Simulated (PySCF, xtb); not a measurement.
C3H3, SMILES [CH2+][C][CH] (connectivity only; charge and spin as stated), charge +1, multiplicity 1.

Harmonic wavenumbers (cm⁻¹) from xtb with GFN2-xTB at its own minimum, in rising order: 320, 322, 623, 707, 902, 927, 1148, 1307, 2100, 2968, 2987, 3206.

### Question
What does B3LYP-D3(BJ)/def2-TZVP (PySCF 2.14.0) give at its own minimum? (Estimate from the structure and the level; the computed values follow.)

### Answer
274, 324, 633, 910, 1035, 1129, 1151, 1475, 2134, 3102, 3200, 3365. Paired by order, the mean absolute difference is 109 cm⁻¹ and the zero-point energies are 25.0 and 26.8 kcal/mol.
